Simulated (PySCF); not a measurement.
C3H5FSi, SMILES FC=C=C[SiH3]. Atoms are numbered in the order given.

```xyz
10

F      2.6798     0.1091    -0.6142
C      1.6336     0.8911    -0.2896
C      0.5711     0.4429     0.3359
C     -0.5267     0.0206     0.9154
Si    -2.0103    -0.6216    -0.0542
H      1.7646     1.9348    -0.5922
H     -0.5821     0.0354     2.0153
H     -3.2152     0.1972     0.2708
H     -2.2925    -2.0349     0.3324
H     -1.7169    -0.5387    -1.5102
```
Charge 0, spin multiplicity 1.

Geometry: B3LYP-D3(BJ)/def2-SVP. The structure was generated by enumeration, and PubChem lists no compound with its InChIKey, so it may never have been made.

Calculation: PySCF with PBE/def2-TZVP.

Isolated molecule, no solvent.

Computed frontier levels, gap, dipole moment and polarisability:
The highest occupied level comes out as -6.05 eV. The lowest empty level is -2.08 eV and the orbital gap is 3.97 eV. The dipole moment comes out as 1.42 D and the quadrupole, principal values (traceless, Buckingham form, about the centre of nuclear charge) comes out as -5.51, 1.18, 4.33 D·Å. The mean static polarisability comes out as 68.9 bohr³ (10.21 Å³) and the polarisability, principal values is 50.1, 53.3, 103.3 bohr³.
